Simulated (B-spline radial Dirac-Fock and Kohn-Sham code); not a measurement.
How the binding energies of Mg²⁺ add up

System: Mg²⁺ in the configuration [He] 2s2 2p6; nuclear rms radius 3.057 fm (A = 24).

Input file task.json (cfg lists n, l and occupation; rrms is the nuclear radius in fm):

```json
{"items": [{
  "Z": 12,
  "q": 2,
  "cfg": [[1, 0, 2], [2, 0, 2], [2, 1, 6]],
  "A": 24,
  "rrms": 3.057,
  "do": ["binding"]
}]}
```

Command: `python xray_run.py task.json out`

The computed values come from a radial finite-basis atomic code: relaxed Dirac-Fock hole states (ΔSCF) with Breit and QED corrections and a finite nucleus. Electron correlation is not included. Energies are counted from the vacuum level.

All terms are in eV, carry their sign (relaxation lowers the binding energy) and add up to the binding energy; ⟨r⟩ is the mean radius of the orbital in the initial state.

```
subshell  −ε (Koopmans)  relaxation  Breit    QED  binding energy  ⟨r⟩ (bohr)
       K         1356.9      -22.03  -0.61  -0.24          1334.0       0.130
      L1          122.4       -2.69  -0.02  -0.02           119.6       0.689
      L2          82.00       -3.18  -0.03   0.00           78.79       0.679
      L3          81.68       -3.15  -0.01   0.00           78.52       0.681
```

For the deepest level, K (1s), the Breit terms make up -0.046 % of the binding energy, QED -0.018 % and orbital relaxation -1.652 %.

Spin-orbit splittings: 2p 0.27 eV.

Going to the tabulated ground configuration of the next ion removes an electron from L3 (2p3/2), computed at 78.52 eV. NIST lists 80.1436 eV as the ionisation energy of this species (measured), +1.62 eV from the computed value. The gap is mostly the missing electron correlation.
